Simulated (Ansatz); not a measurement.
Program: Ansatz. Geometries: PBE0-D4/def2-TZVP. ΔE: electronic, gas phase. CCSD(T)/CBS adds triple-zeta CCSD(T) − MP2 to the extrapolated MP2 energy (def2 sets, frozen cores). This one scheme is used for every species, atoms too. For atomizations the MP2-based limit and the directly extrapolated one differ by several kJ/mol either way, and by 10 to 25 for some Ge, Se and Sn compounds, so smaller differences from it don't rank the levels. DFT in def2-TZVPP. No spin–orbit coupling; open shells (•) take unrestricted orbitals. Spin–orbit coupling would lower the free atoms: a little for Cl, O, Si. Each species was taken in one conformer, which may not be the lowest.

Reaction (atomization): `O[SiH](O)[SiH2]Cl` → Cl• + 5 H• + 2 O• + 2 Si•

```csv
level,ΔE (eV)
ωB97M-V,36.05
SCS-MP2/def2-TZVPP,35.50
HF/CBS(def2),26.09
MP2/CBS(def2),36.89
```

Q: What does CCSD(T)/CBS give? (An estimate is asked.)

A: The calculation gave: +36.17 eV. The listed levels differ from it by -0.12, -0.67, -10.08, 0.72 eV.

Largest T1 diagnostic among the species: 0.012.

The D4 term adds +0.42 eV with B3LYP and +0.22 eV with PBE0; it sums over pairs of atoms, weighted by their polarisabilities, and B3LYP, whose exchange is more repulsive, gets the larger term. From PBE to PBE0 (25 % exact exchange), in def2-TZVPP and without D4, ΔE moves by −0.55 eV: exact exchange takes away binding that semilocal exchange gives to molecules.

B3LYP here is the variant with VWN-RPA as its local correlation; programs differ in this.
